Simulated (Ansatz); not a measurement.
Ansatz (a quantum-chemistry and plane-wave program) input (r2SCAN/def2-TZVPD):

Ansatz 0.2 input:
```yaml
crystal:
  periodic: [false, false, false]
  atoms:
    - {symbol: B, position_ang: [-0.44123186, 0.03388884, -0.00108133]}
    - {symbol: F, position_ang: [-1.19332490, -1.04442578, -0.00264734]}
    - {symbol: F, position_ang: [-1.01983476, 1.21440764, -0.00277648]}
    - {symbol: Cl, position_ang: [1.30144684, -0.09995770, 0.00318947]}
basis:
  gaussian:
    orbitals: def2-TZVPD
hamiltonian:
  xc: {name: r2SCAN}
magnetization: {spin_polarized: true, initial_magnetization: 2}
```

Output:

```
Functional definition: r2SCAN
integrals: 0.07 GiB planned
839 factors; their error is unknown
0.24 GiB of the device are held for the grids
0.72 GiB of device memory are held for the factors and their scratch space
mean field: 0.72 GiB planned
mean field evaluation 1: about -18624.1284 eV, gradient 3.6e1 eV
mean field evaluation 2: about -18589.4383 eV, gradient 9.6e1 eV
mean field evaluation 4: about -18628.0764 eV, gradient 1.5e1 eV
mean field evaluation 8: about -18629.1347 eV, gradient 5.7e-2 eV
mean field evaluation 16: about -18629.1316 eV, gradient 1.4e-4 eV
mean field evaluation 32: about -18626.7429 eV, gradient 6.4e-2 eV
mean field evaluation 64: about -18628.9769 eV, gradient 1.0e0 eV
mean field evaluation 96: about -18628.9585 eV, gradient 1.6e0 eV
mean field -18629.13157433 eV, -684.6079580777 hartree, gradient 3.6e-6 eV, S^2 2.009006; 13 other end points of the search recorded, 0 dependent functions left out
reference -18629.13160157 eV, -684.6079590789 hartree; 21, 19 occupied and 142, 144 virtual orbitals, 839 factors
Total energy: -18629.13160157 eV, -684.6079590789 hartree
```

This state (charge 0, triplet) is run at the relaxed geometry of the species with charge 0 and multiplicity 1, and is a spin state other than that species' own.
